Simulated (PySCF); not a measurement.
## Computed structure and properties of [Pr(SH)4]−

System: [Pr(SH)4]− (singlet in the valence; each metal's 4f electrons, 2 of them, lie in its core potential, out of spins and levels); start: template (S4). Method: PySCF 2.14.0, RKS PBE0, Pr lcecp-1-SVP with ECP48, S def2-SVP, H def2-SVP; non-relativistic Hamiltonian with scalar-relativistic core potentials where named; density fitting; no spin-orbit coupling.

Input of the relaxation:

```python
mol = gto.M(atom='''
Pr     0.00000     0.00000    -0.00000
S      1.60980     1.60980     1.60980
H      2.71960     0.88110     1.80030
S     -1.60980    -1.60980     1.60980
H     -2.71960    -0.88110     1.80030
S      1.60980    -1.60980    -1.60980
H      0.88110    -2.71960    -1.80030
S     -1.60980     1.60980    -1.60980
H     -0.88110     2.71960    -1.80030''',
    basis={'Pr': 'lcecp-1-SVP', 'S': 'def2-SVP', 'H': 'def2-SVP'},
    ecp={'Pr': 'lcecp-1-SVP'},
    charge=-1, spin=0)
mf = dft.RKS(mol, xc='PBE0')
mf.grids.atom_grid = (50, 194)  # f atoms: unpruned, at least (60, 302)
mf = mf.density_fit()  # fitting sets: Pr AutoAux, S def2-universal-JKFIT, H def2-universal-JKFIT
mf.conv_tol = 1e-08; mf.max_cycle = 55
mf.kernel(dm0)  # dm0: converged density of the start geometry
# quasi-Newton relaxation in Cartesian coordinates to a largest gradient under 0.00045 Eh/bohr, steps kept in the point group
```

Run from Python with OMP_NUM_THREADS=2; the lines above give its settings. Where DIIS fails, smearing, a level shift and second-order steps follow.
It took 3.6 min on 2 threads of Arm Neoverse V2, with other jobs on the host, from the converged density of the start.

Course of the relaxation:

| step | energy above end (eV) | largest force component within the symmetry (eV/Å) |
| --- | --- | --- |
| 0 | 0.2034 | 0.338 |
| 1 | 0.1675 | 0.095 |
| 2 | 0.1202 | 0.355 |
| 3 | 0.0956 | 0.335 |
| 4 | 0.0641 | 0.159 |
| 5 | 0.0524 | 0.084 |
| 6 | 0.0492 | 0.022 |
| 7 | 0.0484 | 0.017 |
| 26 | 0.0032 | 0.132 |
| 27 | 0.0019 | 0.069 |
| 28 | 0.0012 | 0.090 |
| 29 | 0.0003 | 0.026 |
| 30 | 0.0000 | 0.012 |
| 31 | 0.0000 | 0.009 |
(The steps between are left out.)

Relaxed geometry (S4):

```xyz
9

Pr    0.0000    0.0000    0.0001
S     1.7265    1.4852    1.5484
H     2.7566    1.0420    0.7876
S    -1.7265   -1.4852    1.5484
H    -2.7566   -1.0420    0.7876
S     1.4853   -1.7266   -1.5482
H     1.0420   -2.7565   -0.7878
S    -1.4853    1.7266   -1.5482
H    -1.0420    2.7565   -0.7878
```

| contact | Å |
| --- | --- |
| Pr1–S2 (SH) | 2.754 |
| Pr1–S4 (SH) | 2.754 |
| Pr1–S6 (SH) | 2.754 |
| Pr1–S8 (SH) | 2.754 |

On the finer grid (75, 302):

```yaml
HOMO: -3.07 eV
LUMO: 2.78 eV
Dipole_about_the_centre_of_mass: 0.00 D
Set_of_Mulliken_populations_of_Pr1_outside_the_core_potential: s 2.34, p 6.43, d 1.54, f 0.05
D3_BJ_dispersion_energy_not_in_the_energies: -0.283 eV
```

```json
{"atom": "Pr1", "Mulliken (e)": "0.65", "Löwdin (e)": "-0.39", "spin (e)": "0.00"}
{"atom": "S2", "Mulliken (e)": "-0.49", "Löwdin (e)": "-0.15", "spin (e)": "0.00"}
{"atom": "H3", "Mulliken (e)": "0.08", "Löwdin (e)": "0.00", "spin (e)": "0.00"}
{"atom": "S4", "Mulliken (e)": "-0.49", "Löwdin (e)": "-0.15", "spin (e)": "0.00"}
{"atom": "H5", "Mulliken (e)": "0.08", "Löwdin (e)": "0.00", "spin (e)": "0.00"}
{"atom": "S6", "Mulliken (e)": "-0.49", "Löwdin (e)": "-0.15", "spin (e)": "0.00"}
{"atom": "H7", "Mulliken (e)": "0.08", "Löwdin (e)": "0.00", "spin (e)": "0.00"}
{"atom": "S8", "Mulliken (e)": "-0.49", "Löwdin (e)": "-0.15", "spin (e)": "0.00"}
{"atom": "H9", "Mulliken (e)": "0.08", "Löwdin (e)": "0.00", "spin (e)": "0.00"}
```

The 4f levels lie in the core potential and are missing. Their spin isn't counted.

On the grid (50, 194), as all that follows. Harmonic modes: a minimum within the noise of the softest modes; lowest 27 cm⁻¹ (negative: unstable), highest 2686 cm⁻¹, zero-point energy 0.879 eV.

Taking off one SH (charge -1, singlet; the rest: singlet) in vacuum, both parts rigid, costs 4.48 eV; the small basis without counterpoise inflates it.

Rigid scan of SH along the line from its metal:

(distance to S2 (Å), energy (eV)): (2.45, 0.453), (2.55, 0.178), (2.65, 0.039), (2.75, 0.000), (2.85, 0.031), (2.95, 0.112), (3.15, 0.362), (3.45, 0.824), (3.85, 1.429), (4.35, 2.059)

One start shape was tried, so this needn't be the lowest isomer.

An lcecp potential fixes the number of 4f electrons, so in runs with it no electron can move into or out of that shell.
